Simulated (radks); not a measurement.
Values are calculated unless marked as measured or tabulated.
Question: Radial electron density D(r) = 4 pi r^2 rho(r) of an atom or ion with 3 electrons. Code: a radial shooting solver on a logarithmic mesh with Libxc functionals. Model: scalar-relativistic Kohn-Sham, BLYP, spin-polarised, spherical densities, finite nucleus; Fermi nuclear charge, rms radius of each element as measured or else 0.836 A^(1/3) + 0.57 fm.

```
   r/bohr * D(r) (the largest magnitude, 2.81, reaches the edge; | marks zero)
  0.05367 |      *
  0.06003 |        *
  0.06661 |         *
  0.07391 |           *
  0.08266 |             *
  0.09172 |                *
   0.1018 |                   *
   0.1129 |                     *
   0.1263 |                         *
   0.1402 |                            *
   0.1555 |                                *
    0.174 |                                    *
    0.193 |                                        *
   0.2142 |                                            *
   0.2396 |                                               *
   0.2658 |                                                  *
   0.2949 |                                                    *
   0.3273 |                                                      *
   0.3661 |                                                      *
   0.4062 |                                                     *
   0.4507 |                                                   *
   0.5041 |                                                *
   0.5594 |                                            *
   0.6207 |                                       *
   0.6942 |                                 *
   0.7703 |                           *
   0.8547 |                      *
   0.9484 |                 *
    1.061 |            *
    1.177 |        *
    1.306 |      *
    1.461 |    *
    1.621 |   *
    1.799 |   *
    2.012 |   *
    2.232 |   *
    2.477 |    *
    2.748 |    *
    3.074 |    *
    3.411 |    *
    3.785 |    *
    4.234 |   *
    4.697 |  *
    5.212 |  *
     5.83 | *
    6.469 |*
    7.178 |*
    7.965 *
    8.909 *
    9.885 *
    10.97 *
    12.27 *
    13.61 *
```

What is the nuclear charge?

Answer: Z = 3. The innermost maximum, from 1s, lies near gamma/Z bohr with gamma = sqrt(1 - (Z/c)^2) = 1.000, here 0.333 bohr (found: 0.357), and its height grows with Z. The density is that of neutral lithium in [He] 2s(up 0.5, down 0.5); the configuration itself is not fixed sharply by these data. D(r) has 2 maxima, at r = 0.357, 3.03 bohr, and minima at 1.81 bohr, inside which lie 2.06 electrons.
